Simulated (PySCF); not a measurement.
# Nitrogen: a sound run and one with changed settings

Sound run: N⁺ [He] 2s2 2p2, N²⁺ [He] 2s2 2p1. All numbers are calculated (PySCF 2.14, the non-relativistic Hamiltonian (point nucleus), in pcseg-2 (4s3p2d1f, 30 functions)). The sound run starts from symmetry-adapted Hartree-Fock orbitals and uses a fine grid where one is needed.

Changed run: 26 angular points. This setting is unsound on purpose.

```tsv
species	method	sound run (hartree)	changed run (hartree)	converged
N⁺	UHF	-53.88813	-53.88813	yes
N⁺	M06-2X	-54.05316	-54.05671	yes
N⁺	r2SCAN	-54.03480	-54.03619	yes
N²⁺	UHF	-52.81426	-52.81426	yes
N²⁺	M06-2X	-52.96047	-52.96329	yes
N²⁺	r2SCAN	-52.92587	-52.92781	yes
```

Ionisation energy of N⁺:

```
method  sound run (eV)  changed run (eV)
   UHF          29.221            29.221
M06-2X          29.734            29.754
r2SCAN          30.176            30.161
```

A coarse angular grid integrates products of high-l functions wrongly, so density functionals can shift, and the SCF can exploit the error; Hartree-Fock and MP2 need no grid.

For comparison, NIST gives 29.601 eV between the lowest levels.
